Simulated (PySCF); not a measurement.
C2H9FSi4.
Z-matrix (Å and degrees, GFN2-xTB geometry), rows numbered from 1:
```
F 
Si  1  1.6265
C   2  1.9119  1  110.69
Si  3  1.8783  2  130.55  1    65.22
C   3  1.3474  2  103.40  1  -113.81
Si  5  1.9103  3  106.79  2    -0.37
Si  6  2.3115  2  125.28  1  -142.60
H   2  1.4584  1   99.62  3   123.95
H   4  1.4663  3  109.93  2   179.15
H   4  1.4647  3  109.23  2   -60.09
H   4  1.4680  3  108.15  2    59.56
H   5  1.0822  3  123.11  2   179.63
H   6  1.4830  2  115.31  1     1.41
H   7  1.4660  6  111.00  2    59.79
H   7  1.4642  6  112.20  2   -59.71
H   7  1.4647  6  113.32  2   179.51
```

Theory: PySCF, TDDFT CAM-B3LYP/def2-SVPD, vertical, gas phase, core orbitals frozen in the response. GFN2-xTB frequencies show an imaginary mode (22i cm⁻¹), so this geometry is no minimum at that level.

Orbital energies (eV): HOMO-3 -10.75, HOMO-2 -9.57, HOMO-1 -9.41, HOMO -8.74, LUMO -0.16, LUMO+1 0.27, LUMO+2 0.42.

Computed singlets:

```tsv
state	E (eV)	f
S1	4.84	0.0023
S2	5.75	0.0027
S3	5.79	0.0037
S4	5.97	0.020
S5	6.33	0.145
S6	6.56	0.015
S7	6.59	0.0049
S8	6.74	0.029
```

Q: Which orbital pair leads each of S1, S2, S3, S4 and S6, and how does its energy difference Δε compare with the excitation energy?

A: 

| state | leading configuration | weight | Δε (eV) | E (eV) | E − Δε (eV) | f | other configurations |
| --- | --- | --- | --- | --- | --- | --- | --- |
| S1 | HOMO→LUMO | 0.85 | 8.58 | 4.84 | -3.74 | 0.0023 | – |
| S2 | HOMO→LUMO+1 | 0.81 | 9.02 | 5.75 | -3.26 | 0.0027 | – |
| S3 | HOMO-2→LUMO | 0.71 | 9.41 | 5.79 | -3.62 | 0.0037 | H-1→L (15%), H→L (8%) |
| S4 | HOMO→LUMO+2 | 0.73 | 9.16 | 5.97 | -3.19 | 0.020 | H-2→L (9%) |
| S6 | HOMO-1→LUMO+1 | 0.65 | 9.68 | 6.56 | -3.12 | 0.015 | H-2→L+2 (9%), H-1→L+2 (9%) |

E − Δε runs from -3.74 to -3.12 eV. By orbital difference alone the order would be S1, S2, S4, S3, S6.

H and L stand for HOMO and LUMO. The other states: S5 6.33 eV, f 0.145, H-1→L (51%), H→L+1 (10%), H-2→L (9%); S7 6.59 eV, f 0.0049, H-2→L+1 (26%), H→L+3 (24%), H-2→L+2 (17%); S8 6.74 eV, f 0.029, H→L+3 (55%), H-2→L+2 (28%).

Triplets (Tamm–Dancoff): T1 4.16 eV, H-1→L (60%), H→L (9%); T2 4.41 eV, H→L (67%), H-1→L (15%); T3 5.21 eV, H→L+2 (42%), H-2→L (28%), H→L (11%).

Summed over the main configurations (up to three a state, each over 8%) of all 8 singlets, the electron leaves HOMO with weight 3.36, HOMO-2 with weight 1.70 and HOMO-1 with weight 1.40.
